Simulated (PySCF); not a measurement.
Atoms are numbered as in `[CH3:1][C:2](=[O:3])[CH2:4][O:5][C:6]([F:7])([F:8])[CH2:9][F:10]`; H(Xn) means a hydrogen on atom n.

One computed conformer, no relativistic terms, one averaged value for each set of equivalent atoms, isolated molecule. Structure optimised with GFN2-xTB; NMR shieldings at PBE0/pcSseg-1/GIAO; PySCF.

δ = σ(ref) − σ, references computed at the same level: 13C (σref 186.93) vs TMS.

Do the 13C shifts follow the atomic charges (in e)? Tabulate both.

Results:


```
atoms  hybridisation  δ (ppm)  σ para (ppm)  Hirshfeld    IAO  Mulliken  ESP-fitted
   C2            sp2    211.6          -276      +0.17  +0.39     +0.12       +0.73
   C6            sp3    128.8          -183      +0.24  +0.70     +0.65       +0.46
   C9            sp3     86.0          -140      +0.01  +0.02     +0.20       -0.13
   C4            sp3     73.8          -135      -0.00  -0.13     +0.04       -0.23
   C1            sp3     29.7           -95      -0.13  -0.49     -0.27       -0.55
```

Correlation coefficients of δ with charge over these carbons: Hirshfeld +0.82, IAO +0.78, Mulliken +0.47, ESP-fitted +0.97; with the paramagnetic shielding -1.00. Among the 4 sp3 carbons alone: Hirshfeld +0.98, IAO +0.98, Mulliken +0.99, ESP-fitted +0.98. With so few points, grouped by hybridisation, these coefficients are fragile. Charge is one influence among several: hybridisation and low-lying excitations act through the paramagnetic term.

Shifts are as computed. Against solution values, carbons near 30 ppm lie about +3 ppm off and those near 130 ppm about +5 ppm. Of 1309 compounds with measured shifts, 239 miss one by over three times the rms of a fit or turn the order of signals round; such compounds aren't used in these exercises.
